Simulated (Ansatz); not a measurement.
```yaml
crystal:
  periodic: [false, false, false]
  atoms:
    - {symbol: O, position_ang: [2.165245, -2.380659, -0.434497]}
    - {symbol: C, position_ang: [1.273699, -1.691601, -0.230575]}
    - {symbol: V, position_ang: [-0.170497, -0.481309, 0.101684]}
    - {symbol: C, position_ang: [-0.803405, -2.272985, 0.452635]}
    - {symbol: O, position_ang: [-1.179108, -3.335067, 0.665457]}
    - {symbol: C, position_ang: [-1.686916, -0.801784, -1.019884]}
    - {symbol: O, position_ang: [-2.592568, -0.948685, -1.705087]}
    - {symbol: C, position_ang: [-0.677444, -0.568440, 1.945235]}
    - {symbol: O, position_ang: [-0.970711, -0.589031, 3.051862]}
    - {symbol: C, position_ang: [1.307747, 0.841080, -1.003456]}
    - {symbol: C, position_ang: [0.011482, 1.216107, -1.395028]}
    - {symbol: C, position_ang: [-0.677595, 1.702834, -0.243293]}
    - {symbol: C, position_ang: [0.216915, 1.630281, 0.846519]}
    - {symbol: C, position_ang: [1.441748, 1.086442, 0.395019]}
    - {symbol: H, position_ang: [2.076204, 0.453773, -1.654493]}
    - {symbol: H, position_ang: [-0.385316, 1.166881, -2.397180]}
    - {symbol: H, position_ang: [-1.682543, 2.093470, -0.219066]}
    - {symbol: H, position_ang: [0.004901, 1.949643, 1.855476]}
    - {symbol: H, position_ang: [2.328161, 0.929040, 0.988682]}
basis:
  gaussian: {orbitals: "6-31G*"}
hamiltonian: {xc: {name: TPSS}, dispersion: d4}
output: {forces: true}
```

```sh
$ ansatz run in.yaml --threads 4 --pin off --events-out ev --progress --plain --max-ram 66560MiB --backend cpu
```

Shortened log:

```
Error: YAML parse error: error: line 25 column 19: hamiltonian.xc: no functional is named "TPSS"; the names, which are not case-sensitive, are SVWN5, SPW92, PBE, PBE0, PBEsol, revPBE, revPBE0, RPBE, rPW86-PBE, HSE06, wPBEh, LC-wPBE, HISS, HF, BLYP, B3LYP, B3LYP5, BHLYP, CAM-B3LYP, r2SCAN, r2SCANh, r2SCAN0, r2SCAN50, m-r2SCAN, B97, wB97, wB97X, wB97X-V, B97M-V, wB97M-V, B2PLYP, B2GP-PLYP, PBE0-DH, PBE-QIDH
23 | basis:
24 |   gaussian: {orbitals: "6-31G*"}
25 | hamiltonian: {xc: {name: TPSS}, dispersion: d4}
26 | output: {forces: true}
```

In this input the method's name isn't one that the program takes here. The program refused the input.
